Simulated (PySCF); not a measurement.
Molecule: `[SiH3]c1ccccc1`, C6H8Si.

Geometry:
```csv
atom,x (Å),y (Å),z (Å)
Si1,2.530,-0.042,0.245
C2,0.660,-0.028,0.072
C3,-0.059,-1.219,-0.113
C4,-1.447,-1.207,-0.242
C5,-2.142,-0.001,-0.187
C6,-1.445,1.193,-0.003
C7,-0.058,1.177,0.125
H8,3.174,0.757,-0.844
H9,3.021,-1.451,0.169
H10,2.951,0.552,1.551
H11,0.473,-2.173,-0.157
H12,-1.989,-2.146,-0.385
H13,-3.231,0.010,-0.288
H14,-1.986,2.141,0.040
H15,0.472,2.124,0.268
```

Geometry PBE0-D3(BJ)/def2-SVP throughout; GIAO in PySCF 2.14.0 with density-fitted response routines, gas phase, one conformer, non-relativistic; equivalent atoms averaged; functional PBE0.

For orientation, aug-cc-pVDZ gives these shifts δ (against TMS at the same level): Si1 -54.5, C3/C7 134.6, C2 129.4, C5 128.7, C4/C6 127.1, H11/H15 7.90, H12/H14 7.61, H13 7.66, H8/H9/H10 4.64 ppm.

A run gave: Si1 -63.4, C3/C7 115.5, C2 113.1, C5 110.5, C4/C6 110.3, H11/H15 7.04, H12/H14 7.02, H13 6.99, H8/H9/H10 2.45 ppm (shifts δ (against TMS at the same level)).

Which basis set was used in that run?
A. cc-pVDZ
B. pcSseg-0
C. STO-3G
D. 6-31G*

Results:

C. H8/H9/H10 tells them apart best: STO-3G gives 2.45, pcSseg-0 gives 4.75, cc-pVDZ gives 4.48, 6-31G* gives 4.73 ppm.
